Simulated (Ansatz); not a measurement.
C2H3BrN2Si, SMILES `Br/C=N\C1=N[SiH2]1`, relaxed with RKS PBE-D4/def2-SVP in Ansatz from a rough embedded geometry. The force threshold is 0.03 eV/Å; the program also tests the step.

The species carries charge 0 and has multiplicity 1.

Start:

```xyz
9

Br   -1.080   -1.871    1.766
C    -1.651   -1.180    0.108
N    -1.052   -0.302   -0.628
C    -0.039    0.323   -0.278
N     0.322    0.908    0.854
Si    1.575    0.992   -0.585
H    -2.604   -1.639   -0.283
H     2.759    0.327   -0.060
H     1.770    2.441   -0.893
```

(1) How much energy does the relaxation release, and in how many steps? (Best estimate.)

(2) Which bonds change most? (An estimate is asked.)

(3) Give the relaxed structure. (An estimate is asked.)

## Answers

(1) Ansatz gave: 88.32 kJ/mol, in 12 steps.

(2) Ansatz gave: N3–C4 from 1.240 to 1.349 Å; N5–Si6 from 1.910 to 1.827 Å; C4–Si6 from 1.774 to 1.818 Å; Br1–C2 from 1.884 to 1.926 Å.

(3) Computed: 
```xyz
9

Br   -0.726   -2.414    1.251
C    -1.683   -1.227    0.075
N    -1.294   -0.075   -0.269
C    -0.140    0.576   -0.016
N     0.219    1.545    0.773
Si    1.589    1.044   -0.327
H    -2.634   -1.660   -0.278
H     2.723    0.262    0.252
H     1.946    1.949   -1.461
```
